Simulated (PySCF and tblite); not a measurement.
Results of a calculation; reference values are marked as such.
C₄H₉Br, numbered as in [CH3:1][CH2:2][CH2:3][CH2:4][Br:5].

Search: ETKDG and KDG, MMFF94s, GFN2-xTB, 90 starts; geometries at PBE0-D3(BJ)/def2-SVP. Weights use PBE0-D3(BJ)/def2-TZVP energies plus GFN2-xTB zero-point and thermal terms (modes under about 100 cm⁻¹ blended into free rotors). Symmetry numbers and mirror images are counted. Conformers within 4 kcal/mol (GFN2-xTB free energy) were kept, 7 at most. GIAO shieldings: PBE0/pcSseg-1. Shifts are against TMS (¹H), TMS (¹³C) at the same level. Programs: PySCF with density fitting and tblite.

Torsions listed: C1–C2–C3–C4, C2–C3–C4–Br5. Of a mirror pair one member is shown.

```tsv
conformer	shape	symmetry	E(GFN2) kcal/mol	E(DFT) kcal/mol
1	-179°, -66°	C1 (pair)	0.00	0.00
2	-57°, -60°	C1 (pair)	0.52	0.17
3	180°, 180°	Cs	0.06	0.19
4	65°, 178°	C1 (pair)	0.50	0.82
5	70°, -80°	C1 (pair)	1.86	2.37
```

(1) How much do the weights at 298.15 K and the averaged shift of C1 depend on how the conformers are weighted?

Spin–orbit effects of the heavy atoms on shieldings are missing.

## Answers

(1) 
```json
{"weighting": "DFT energy with thermal terms, symmetry and mirror images (full scheme)", "1 (%)": "42", "2 (%)": "25", "3 (%)": "21", "4 (%)": "11", "5 (%)": "1", "δ (ppm)": "14.7", "rms dipole (D)": "2.18"}
{"weighting": "DFT energy with symmetry and mirror images", "1 (%)": "42", "2 (%)": "31", "3 (%)": "15", "4 (%)": "11", "5 (%)": "1", "δ (ppm)": "14.4", "rms dipole (D)": "2.17"}
{"weighting": "bare DFT energy", "1 (%)": "36", "2 (%)": "27", "3 (%)": "26", "4 (%)": "9", "5 (%)": "1", "δ (ppm)": "14.7", "rms dipole (D)": "2.19"}
{"weighting": "GFN2-xTB energy with symmetry and mirror images", "1 (%)": "43", "2 (%)": "18", "3 (%)": "19", "4 (%)": "18", "5 (%)": "2", "δ (ppm)": "14.9", "rms dipole (D)": "2.20"}
{"weighting": "GFN2-xTB free energy", "1 (%)": "41", "2 (%)": "14", "3 (%)": "25", "4 (%)": "19", "5 (%)": "1", "δ (ppm)": "15.0", "rms dipole (D)": "2.21"}
{"weighting": "leading conformer alone", "1 (%)": "100", "2 (%)": "0", "3 (%)": "0", "4 (%)": "0", "5 (%)": "0", "δ (ppm)": "15.8", "rms dipole (D)": "2.11"}
{"weighting": "equal weights", "1 (%)": "20", "2 (%)": "20", "3 (%)": "20", "4 (%)": "20", "5 (%)": "20", "δ (ppm)": "14.8", "rms dipole (D)": "2.21"}
{"weighting": "full scheme, search stopped after three starts", "1 (%)": "79", "2 (%)": "0", "3 (%)": "0", "4 (%)": "21", "5 (%)": "0", "δ (ppm)": "15.4", "rms dipole (D)": "2.16"}
```

The largest departure from the full scheme, 1.1 ppm, comes with: leading conformer alone.
